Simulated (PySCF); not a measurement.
C3H8In, charge +1. Atoms are numbered in the order given.

```xyz
12

In    -0.1300     0.1400     0.2921
C     -1.0213     1.7382     1.3485
H     -1.5724     1.3303     2.2086
H     -1.7108     2.2696     0.6762
H     -0.2311     2.4202     1.6952
C      0.7708    -1.4723    -0.7815
C      1.0411    -1.1789    -2.2517
H      0.0817    -2.3211    -0.6386
H      1.6913    -1.7009    -0.2190
H      1.7417    -0.3442    -2.3987
H      0.1242    -0.9669    -2.8204
H      1.5028    -2.0682    -2.7094
```
Charge +1, spin multiplicity 1.

Geometry optimised at PBE0-D3(BJ)/def2-SVP. The spin state was assumed, not searched. The isomer is the one that the SMILES or the coordinates give; other isomers of the formula were not compared. The def2 effective core potentials stand for the cores of In; spin–orbit coupling is left out. The values are those of a single conformer.

These are ωB97X/def2-TZVP in PySCF values and carry that method's errors.

ESP charges are fitted to the potential on shells at 1.4 to 2.0 van der Waals radii. Atomic charges (e):

```
atom  ESP fit  Löwdin    Mulliken
----  -------  ------  ----------
In1      0.95    0.99        0.85
C2      -0.66   -0.46       -0.50
H3       0.21    0.15        0.19
H4       0.21    0.15        0.19
H5       0.21    0.15        0.19
C6      -0.15   -0.41  (withheld)
C7      -0.25   -0.31  (withheld)
H8       0.08    0.16  (withheld)
H9       0.08    0.16  (withheld)
H10      0.09    0.13        0.15
H11      0.09    0.13        0.15
H12      0.14    0.14        0.18
```

Some entries are withheld; supply them. (An estimate is asked for; the answer gives what the named calculation found.)


- C6, Mulliken: -0.34
- C7, Mulliken: -0.39
- H8, Mulliken: 0.18
- H9, Mulliken: 0.18
